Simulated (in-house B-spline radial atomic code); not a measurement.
Configurations of Se6+, with energies counted from [Ar] 3d10. All numbers are computed (scalar-relativistic (X2C) LC-wPBE, spin-polarised, spherical fractional occupations, exact exchange averaged over the configuration; Fermi nucleus of rms radius 4.14 fm) with an all-electron radial atomic-structure program (B-spline basis), not measured. Shells without spins written out take the highest spin.

Occupations are held fixed; configurations that lie above the ionisation limit could autoionise.

```csv
configuration,E - E(ref) (eV),highest orbital,its <r> (bohr)
[Ar] 3d9 4p1,69.198,4p up,1.584
[Ar] 3d9 4d1,92.879,4d up,1.913
[Ne] 3s2 3p5 3d10 4s1,154.2,4s up,1.45
[Ne] 3s2 3p5 3d10 4p1,170.09,4p up,1.583
```

Task: Order these further configurations by energy, lowest first.
A. [Ar] 3d9 4s1
B. [Ne] 3s2 3p5 3d10 4d1
C. [Ar] 3d9 4f1
D. [Ne] 3s2 3p5 3d10 4f1

Result: A (53.332 eV), C (112 eV), B (193.84 eV), D (212.95 eV).
